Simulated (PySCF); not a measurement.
# Correlation energy of Rh⁺ (rhodium, charge +1)

[Kr] 4d8, high-spin 3F determinant. Calculation: PySCF 2.14, in x2c-TZVPPall (8s6p6d2f1g, 79 functions); scalar relativity by spin-free X2C-1e. Frozen: [Ar] 3d10; 16 electrons correlated.

| level | correlation energy (mhartree) |
| --- | --- |
| CCSD | -499.56 |
| (T) | -12.93 |
| CCSD(T) | -512.49 |

Diagnostics: T1 = 0.0054, D1 = 0.0107, largest double amplitude 0.018.

Cost of the coupled-cluster step: about 11 core-seconds, for 16 correlated electrons.

This basis was not built for core-valence correlation, so the inner-shell part is incomplete.
